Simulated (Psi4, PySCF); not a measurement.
PySCF was given this input:
```python
from pyscf import gto, scf, cc

mol = gto.Mole()
mol.atom = '''
    Cl   -1.44920000    0.86250000   -0.04120000
    C    -0.00220000   -0.15550000    0.00900000
    Cl    1.47330000    0.81980000   -0.05570000
    H    -0.00570000   -0.71150000    0.94580000
    H    -0.01620000   -0.81530000   -0.85780000
'''
mol.basis = '6-31g**'
mol.charge = -1
mol.spin = 1
mol.verbose = 4
mol.build()

mf = scf.UHF(mol)
mf.kernel()

mycc = cc.CCSD(mf, frozen=11)
mycc.kernel()
et = mycc.ccsd_t()
print('E(CCSD(T)) = %.10f' % (mycc.e_tot + et))
```

**Question.** Convert this to an input for Psi4.

**Answer.** This is not unique; one that fits is 
```
memory 2 GB

molecule mol {
-1 2
Cl   -1.449200    0.862500   -0.041200
C    -0.002200   -0.155500    0.009000
Cl    1.473300    0.819800   -0.055700
H    -0.005700   -0.711500    0.945800
H    -0.016200   -0.815300   -0.857800
}

set {
  basis 6-31g**
  reference uhf
  freeze_core true
  mp2_type conv
  scf_type pk
  puream true
  d_convergence 1e-8
}

energy('ccsd(t)')
print_variables()
```

Both were run: PySCF gave -958.320405 Eh and Psi4 -958.320405 Eh, 0.000 mEh apart.
